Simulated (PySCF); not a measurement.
AlH2Cl, SMILES [AlH2][Cl]. Geometry: B3LYP-D3(BJ)/def2-TZVP.

TDDFT-CAM-B3LYP/def2-TZVPD run with PySCF puts the lowest singlet excitations at 5.55, 6.89, 7.03, 7.13, 7.35, 8.11 eV and the lowest triplet (TDA) at 5.13 eV.

Q: What are the lowest singlet roots from PySCF with EOM-CCSD/aug-cc-pVDZ? (The exact figures need the calculation; the answer reports its results.)

A: 5.73, 7.36, 7.39, 7.45, 7.59, 8.38 eV; triplets 5.45, 6.81, 7.07 eV. S1 differs by 0.18 eV (second minus first; roots are paired by order, and the bases may differ).
